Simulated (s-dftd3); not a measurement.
H2S2, charge -1, doublet, at the geometry of the source list (a state made from the parent by changing its charge; the spin is typed, not shown lowest); D3(bjm) for b97d run with s-dftd3.

s-dftd3 was given this input:
```
$ s-dftd3 mol.xyz --bjm b97d --json dftd3.json --noedisp --grad

# file mol.xyz
4

S     -0.90190000     0.44390000     0.48700000
S      0.90020000     0.45720000    -0.47780000
H     -1.53060000    -0.45050000    -0.29230000
H      1.53240000    -0.45060000     0.28310000
```

Output, abridged:

```
-----------------------------------
 s i m p l e   D F T - D 3  v1.4.0
-----------------------------------

Rational (Becke-Johnson) damping: b97d-D3(BJ)
---------------------
  s6         1.0000
  s8         1.2070
  s9         0.0000
  a1         0.2402
  a2         3.8644
 alp        14.0000
--------------------

Dispersion energy:      -1.9718797460356E-02 Eh

Gradient norm:           3.5414890205984E-03 Eh/a0
--------------------------------------------------
     #    Z           dE/dx      dE/dy      dE/dz
--------------------------------------------------
     1   16 S    -2.125E-03  3.329E-04  7.937E-04
     2   16 S     2.124E-03  3.571E-04 -7.867E-04
     3    1 H    -9.455E-04 -3.471E-04  2.292E-05
     4    1 H     9.468E-04 -3.429E-04 -2.996E-05
--------------------------------------------------

Virial:
--------------------------------------------------
      component           x          y          z
--------------------------------------------------
          x       1.271E-02  5.098E-05 -2.844E-03
          y       5.098E-05  1.175E-03 -7.864E-06
          z      -2.844E-03 -7.864E-06  1.412E-03
--------------------------------------------------

[Info] JSON dump of results written to 'dftd3.json'
```
